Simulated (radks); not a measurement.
Problem. Se+, configuration [Ar] 3d8.5 4s2 4p4.5 (fractional occupations, a model configuration). All-electron calculation, Dirac Kohn-Sham, PBEsol, spin-unpolarised, spherical densities, point nucleus; open shells fill j = l - 1/2 first. Program: a radial shooting solver on a logarithmic mesh with Libxc functionals.

Spin-orbit splittings of the eigenvalues, e(l+1/2) - e(l-1/2), with zeta = 2 splitting/(2l+1) and mean radii in bohr:

| shell | occ. | splitting (eV) | zeta (eV) | <r> j=l-1/2 | <r> j=l+1/2 |
|---|---|---|---|---|---|
| 2p | 6 | 41.68 | 27.79 | 0.1686 | 0.1724 |
| 3p | 6 | 6.093 | 4.062 | 0.5727 | 0.5826 |
| 3d | 8.5 | ? | ? | 0.5967 | 0.6003 |
| 4p | 4.5 | 0.5658 | 0.3772 | 1.917 | 1.951 |

Estimate the 3d splitting.

Solution. 0.9723 eV (zeta = 0.3889 eV).
